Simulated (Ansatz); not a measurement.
The inner images of a band of AlH4OSe (7 atoms, charge 1, multiplicity 1) are given out of order.

Computed with RKS B3LYP-D4/def2-SVP in Ansatz.

First end point:

```xyz
7
Properties=species:S:1:pos:R:3
O -0.335 -0.184 -1.536
Se -0.656 -1.161 0.195
Al 0.489 0.432 1.607
H -1.163 0.095 -1.977
H 0.202 -0.698 -2.172
H 0.375 -0.128 3.066
H 1.088 1.644 0.818
```

Last end point:

```xyz
7
Properties=species:S:1:pos:R:3
O -0.172 0.012 -1.416
Se -0.789 -1.136 1.712
Al 0.346 0.324 0.395
H -0.811 -0.647 -1.747
H 0.185 0.514 -2.175
H -0.134 -0.555 2.906
H 1.375 1.488 0.325
```

Question: Put them in order from the first end to the last, with their energies above the first end.
A.
```xyz
7
Properties=species:S:1:pos:R:3
O -0.180 0.072 -1.418
Se -0.638 -1.271 1.586
Al 0.348 0.398 0.408
H -1.085 -0.133 -1.720
H 0.420 -0.004 -2.183
H -0.148 -0.704 2.861
H 1.282 1.641 0.465
```
B.
```xyz
7
Properties=species:S:1:pos:R:3
O -0.454 -0.281 -1.672
Se -0.478 -0.928 0.831
Al 0.737 0.790 1.346
H -1.297 -0.045 -2.090
H -0.021 -0.886 -2.295
H -0.074 -0.702 2.418
H 1.588 2.053 1.463
```
C.
```xyz
7
Properties=species:S:1:pos:R:3
O -0.422 -0.278 -1.680
Se -0.513 -0.905 0.270
Al 0.625 0.624 1.623
H -1.303 -0.093 -2.063
H 0.039 -0.913 -2.264
H 0.180 -0.386 2.774
H 1.393 1.950 1.341
```
D.
```xyz
7
Properties=species:S:1:pos:R:3
O -0.168 0.119 -1.450
Se -0.577 -1.264 1.355
Al 0.419 0.543 0.437
H -1.066 0.267 -1.807
H 0.235 -0.562 -2.025
H -0.126 -0.915 2.715
H 1.283 1.813 0.776
```
E.
```xyz
7
Properties=species:S:1:pos:R:3
O -0.307 -0.074 -1.577
Se -0.598 -1.084 1.150
Al 0.651 0.722 0.801
H -1.164 0.153 -1.980
H 0.070 -0.739 -2.179
H -0.233 -0.897 2.577
H 1.581 1.919 1.208
```

Answer: C (+1.1 kcal/mol), B (-15.1 kcal/mol), E (-34.2 kcal/mol), D (-56.4 kcal/mol), A (-61.2 kcal/mol).

The run took 2.2 min on 2 threads of Intel(R) Xeon(R) Platinum 8375C CPU @ 2.90GHz (Ice Lake), on a shared host, peak memory 0.19 GiB.
